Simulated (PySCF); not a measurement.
Ge(H)(F)2(Me) (CH4F2Ge), SMILES [CH3][GeH]([F])[F].

Geometry optimised at B3LYP-D3(BJ)/def2-SVP.

Calculation: PBE/def2-TZVP (PySCF).

* **total energy**: -2316.83218 hartree
* **point group**: Cs
* **highest occupied level**: -7.96 eV
* **lowest empty level**: -0.43 eV
* **orbital gap**: 7.54 eV
* **dipole moment**: 0.638 e·Å
* **quadrupole, principal values (traceless, Buckingham form, about the centre of nuclear charge)**: -4.55, 0.39, 4.15 D·Å
* **mean static polarisability**: 41.1 bohr³ (6.09 Å³)
* **polarisability, principal values**: 37.8, 38.6, 46.9 bohr³
